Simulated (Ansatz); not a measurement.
Reaction (atomization): `F[SiH2][SbH][SeH]` → F• + 4 H• + Sb• + Se• + Si•

Isolated molecules relaxed with PBE0-D4/def2-TZVP in Ansatz; ΔE leaves out vibrations. CCSD(T)/CBS adds triple-zeta CCSD(T) − MP2 to the extrapolated MP2 energy (def2 sets, frozen cores). This one scheme is used for every species, atoms too. For atomizations the MP2-based limit and the directly extrapolated one differ by several kJ/mol either way, and by 10 to 25 for some Ge, Se and Sn compounds, so smaller differences from it don't rank the levels. Functionals use def2-TZVPP. Open shells (•) are unrestricted, without spin–orbit coupling. Spin–orbit coupling would lower the free atoms: a little for F, Si; clearly for Se. def2 core potentials past Kr. Bonds to Sb, Se are less sure, by a few kJ/mol each and by 10 to 20 or more in all where they break to atoms, as the def2 sets lack core-valence functions. Scalar relativity is left out up to krypton. One conformer a species, not always the lowest.

```csv
level,ΔE (eV)
revPBE-D4,22.83
BLYP-D4,23.34
r2SCANh-D4,23.05
HF/def2-QZVPP,16.00
```

(1) What does CCSD(T)/CBS give? (Best estimate.)

Largest T1 diagnostic among the species: 0.012.

## Answers

(1) The calculation gave: +23.51 eV. The listed levels differ from it by -0.68, -0.17, -0.46, -7.51 eV.

In def2-TZVPP, CCSD(T) changes the Hartree–Fock value by +6.60 eV (the triples alone add +0.41 eV) and MP2 by +6.63 eV; breaking electron pairs costs correlation energy, which Hartree–Fock lacks. From PBE to PBE0 (25 % exact exchange), in def2-TZVPP and without D4, ΔE moves by −0.45 eV: exact exchange takes away binding that semilocal exchange gives to molecules.
